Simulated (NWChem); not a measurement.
System: CH$_{6}$OSi; SMILES [SiH2](C)O

```xyz
9

Si     0.4545     0.1178    -0.0155
C     -0.4281    -1.5344    -0.0354
O     -0.6003     1.4112    -0.0869
H      1.3213     0.2538    -1.2193
H      1.3055     0.1967     1.2175
H     -1.0753    -1.6610     0.8469
H      0.3047    -2.3577    -0.0323
H     -1.0529    -1.6368    -0.9361
H     -1.1576     1.5579     0.6820
```
Atoms are numbered in this order, from 1.

Program: NWChem. Geometry optimised at PBE0/def2-SVP; all other runs use it. 

| quantity | level | value |
|---|---|---|
| isotropic polarisability (bohr³), static | CAM-B3LYP/def2-SVPD | 44.8 |
| solvation free energy (kcal/mol) in n-hexane | PBE0/def2-SVP, SMD | ? |
| −ε(HOMO) (eV) | PBE/def2-SVP | 6.67 |
| vertical, lowest excitation, singlet (eV) | CAM-B3LYP/def2-SVPD, TDA | ? |
| dipole (D) | PBE0/def2-SVP | ? |
| highest harmonic frequency (cm⁻¹) | PBE0/def2-SVP | 3941 |

### Question
Fill in the missing entries.

### Answer

- solvation free energy (kcal/mol) in n-hexane, value: -2.2
- vertical, lowest excitation, singlet (eV), value: 7.29
- dipole (D), value: 1.76
